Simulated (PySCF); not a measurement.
Species: C6H9NOS.
Geometry (GFN2-xTB, Å), atoms numbered from 1 in this order:
```xyz
18
C6H9NOS angstrom
C      3.4348    0.0002    0.7116
C      1.9502   -0.3185    0.7086
O      1.3255    0.4589   -0.2938
C     -0.0093    0.3158   -0.4276
C     -0.7821    0.8814   -1.3870
C     -2.1585    0.5630   -1.2535
C     -2.4256   -0.2459   -0.1966
N     -3.6312   -0.8175    0.1785
S     -0.9703   -0.6388    0.6842
H      3.8680   -0.2355   -0.2563
H      3.9330   -0.5849    1.4789
H      3.5864    1.0572    0.9121
H      1.7825   -1.3863    0.5052
H      1.5039   -0.0849    1.6865
H     -0.3829    1.5056   -2.1640
H     -2.9146    0.9200   -1.9289
H     -4.4400   -0.2903   -0.1177
H     -3.6787   -1.0932    1.1482
```

Mayer bond orders were computed from the PBE0/pcSseg-1 density (PySCF). Geometry: GFN2-xTB, one conformer, isolated molecule.

Problem. The orders 0.88, 0.99, 1.08, 1.23, 1.55 belong to the bonds C1–C2, C2–O3, O3–C4, C5–C6, C6–C7, in another order. Match them.

Solution. C2–O3 0.88; O3–C4 0.99; C1–C2 1.08; C5–C6 1.23; C6–C7 1.55.

Problem. Set the orders of all bonds between heavy atoms beside their lengths and the difference of the Hirshfeld charges at their ends.

Solution. 
```csv
bond,Mayer order,length (Å),q(first) − q(second) (e)
C4–C5,1.610,1.356,+0.141
C6–C7,1.551,1.357,-0.126
C5–C6,1.228,1.419,+0.005
C7–S9,1.100,1.746,-0.052
C7–N8,1.099,1.386,+0.220
C1–C2,1.079,1.518,-0.123
S9–C4,1.055,1.752,+0.032
O3–C4,0.995,1.349,-0.138
C2–O3,0.881,1.414,+0.114
```

The Mayer order sums products of elements of PS (density times overlap matrix) between the two atoms' basis functions, so it depends on the basis set.

These values come from a run that also computed NMR shieldings. On one thread of an Intel Xeon 6975P-C, shared host, this took 37 s wall (grids of density and orbitals included) and 0.93 GiB of memory at its peak.
